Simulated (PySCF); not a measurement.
Structure problem from calculated spectra and properties.

Elements present: C, Ge, H and S. Monoisotopic mass: 213.8927 u.

* NMR, other nuclei: isotropic shieldings of nuclei other than C and H, by class: 837 (1 S), 1378 (1 Ge), 1487 (1 Ge) ppm [GIAO PBE0/pcSseg-1]
* 1H NMR: chemical shifts (computed TMS as zero) by class: 4.80 (2 H), 4.65 (3 H), 1.18 (3 H), 0.87 (2 H) ppm [GIAO PBE0/pcSseg-1]
* Polarisability: 108.8 au [CAM-B3LYP/def2-SVPD]
* Triplet: lowest triplet excitation (Tamm–Dancoff): 5.13 eV [TDA CAM-B3LYP/def2-SVPD]
* Rotational structure: rotational constants A, B, C: 2.326, 0.814, 0.720 GHz [PBE0-D3(BJ)/def2-SVP]
* 13C NMR: chemical shifts (computed TMS as zero) by class: 9.7 (1 C), 9.3 (1 C) ppm [GIAO PBE0/pcSseg-1]
* Dipole: 1.97 D [CAM-B3LYP/def2-SVPD]
* Valence photoelectron: vertical ionisation energy: 8.96 eV [ΔSCF CAM-B3LYP/def2-SVPD]

Gas-phase values; electronic properties from PySCF, density fitting. Levels stand in brackets. Isolated species at its PBE0-D3(BJ)/def2-SVP geometry (one conformer only). Relativistic effects, spin–orbit coupling among them, are left out although an element past zinc is present. NMR values are class means; diastereotopic atoms form classes of their own.

Q: Which formula fits the mass and the elements?

A: C2H10Ge2S (calculated 213.8927). No other formula that holds each of these elements comes within 0.0003 u with a fitting electron parity and a possible valence count.

Q: What is the compound? Reason from the data.

A: Numbering: `[CH3:1][CH2:2][GeH2:3][S:4][GeH3:5]`. 2 carbons fall into 2 classes; from least to most shielded: sp3 carbon bound to germanium [C2] (9.7 ppm), methyl carbon [C1] (9.3 ppm). Hydrogen classes from least to most shielded: 2 H on a germanium bonded to C, S and 2 H, Ge3 (4.80 ppm), 3 H on a germanium bonded to S and 3 H, Ge5 (4.65 ppm), 3 H on a methyl carbon, C1 (1.18 ppm, a mean of values up to 0.6 ppm apart in this geometry), 2 H on an sp3 carbon bound to germanium, C2 (0.87 ppm). The other shieldings belong to: 837 ppm, sulfur bonded to 2 Ge [S4]; 1378 ppm, germanium bonded to C, S and 2 H [Ge3]; 1487 ppm, germanium bonded to S and 3 H [Ge5]. The first electron is taken from the HOMO, whose largest Löwdin shares are 0.69 on the sulfur bonded to 2 Ge, 0.09 on the germanium bonded to S and 3 H, 0.08 on the germanium bonded to C, S and 2 H and 0.04 on the sp3 carbon bound to germanium. The optimised geometry has point group C1 and is an asymmetric top. Structure: `C[CH2][GeH2][S][GeH3]`. The assignments are read from this structure; whether some other isomer fits the data as well wasn't checked. NMR values of atoms bound to Ge lack the spin–orbit term that these neighbours bring.

Conformer computed: `[CH3:1][CH2:2][GeH2:3][S:4][GeH3:5]`: C1–C2–Ge3–S4 53°, C2–Ge3–S4–Ge5 63°.
